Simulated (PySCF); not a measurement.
## Curvature of the energy in the electron number along the alkaline earths, charge +2

Calculated with PySCF 2.14, in x2c-TZVPall, spin-free X2C: one orbital is emptied in steps, and each cell gives the departure of E from the straight line at half an electron, in eV (from a cubic fit). The exact functional gives zero.

| species | orbital | LDA | PBE | r2SCAN | PBE0 | BHandHLYP | LC-wPBE | wB97X | UHF |
| --- | --- | --- | --- | --- | --- | --- | --- | --- | --- |
| Mg²⁺ | 2p beta | -3.52 | -3.38 | -3.00 | -2.35 | -1.33 | -1.95 | -1.80 | 0.75 |
| Ca²⁺ | 3p beta | -2.01 | -1.95 | -1.77 | -1.38 | -0.84 | -0.66 | -0.73 | 0.32 |
| Sr²⁺ | 4p beta | -1.67 | -1.61 | -1.49 | -1.15 | -0.72 | -0.41 | -0.51 | 0.24 |
| Ba²⁺ | 5p beta | -1.38 | -1.33 | -1.22 | -0.95 | -0.60 | -0.22 | -0.34 | 0.20 |

Question: How does the mean departure depend on the functional?

Answer: LDA -2.15 eV; PBE -2.07 eV; r2SCAN -1.87 eV; PBE0 -1.46 eV; BHandHLYP -0.87 eV; LC-wPBE -0.81 eV; wB97X -0.85 eV; UHF 0.38 eV. Semilocal functionals are convex (delocalisation error), Hartree-Fock is concave or straight, and exact exchange removes curvature roughly in proportion to its share, so among the functionals the range-separated hybrids usually come closest to zero.

No spin-orbit coupling is included.
